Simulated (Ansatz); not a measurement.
System: AlCl, net charge 0, singlet state. SMILES: [Al][Cl]
Geometry: optimised at B3LYP-D3(BJ)/def2-TZVP (Ansatz, an electronic-structure program).

Parts of the frozen-core correlation energy in STO-3G (Ansatz, hartree). Frozen orbitals: 10; correlated occupied orbitals by spin: 5 and 5; virtual: 3 and 3. Spin-orbit coupling is left out. Non-relativistic.

```
term                            value
-------------------------  ----------
reference (HF)             -693.65695
MP2 opposite-spin                   …
MP2 same-spin                       …
CCSD correlation                    …
(T)                          -0.00061
FCI minus CCSD(T)            -0.00007
T1 diagnostic                   0.008
largest doubles amplitude       0.101
```

Task: Complete the blanks.

Result: 
- MP2 opposite-spin, value: -0.02279
- MP2 same-spin, value: -0.00167
- CCSD correlation, value: -0.03797
